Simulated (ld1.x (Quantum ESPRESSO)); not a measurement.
## Building the RRKJ potential for Si (Z = 14) (PBEsol, scalar-relativistic).

Si (Z = 14), norm-conserving RRKJ (Kleinman–Bylander form), made with ld1.x (Quantum ESPRESSO) 7.5 (PBEsol, scalar-relativistic). Core [Ne], reference 3s2 3p2. Waves: 3s (bound): rc 1.95 bohr; 3p (bound): rc 2.25 bohr. Local part: all-electron potential smoothed inside 2.05 bohr (lloc = -2). Core correction: Bessel-smoothed model core inside 1.60 bohr. rho0 = 0.01.

All-electron outer shells of the reference configuration (PBEsol, scalar-relativistic, ld1.x):

```
shell  level (eV)  outermost node (bohr)  outermost maximum (bohr)
   2s     -139.13                   0.15                      0.45
   2p      -95.42                      –                      0.39
   3s      -10.77                   0.72                      1.80
   3p       -4.06                   0.72                      2.17
```

(1) Estimate the cutoffs (Ry, on a coarse ladder) from which the occupation-weighted sum of valence levels, in a spherical-Bessel basis at the reference potential, stays within 10 and 1 mRy of its value at 400 Ry.

(2) Does the potential have ghost states?

(3) Which valence shell sets the plane-wave cutoff?

(4) Tests: 3s2 3p1; 3s2 3p0; 3s1 3p0; 3s2 3p2.3; 3s2 3p1.5; 3s1 3p2; 3s1 3p3. Which has the largest error in its energy relative to the reference configuration, and how large is it?

Results:

(1) 21 Ry and 40 Ry.

(2) No extra level below or beside the all-electron valence levels (s, p, d, f tested).

(3) 3s: its level needs 40 Ry to come within 1 mRy, against 21 Ry for 3p.

(4) 3s1 3p0, with +73 meV (all-electron minus pseudo) on +57.58 eV.
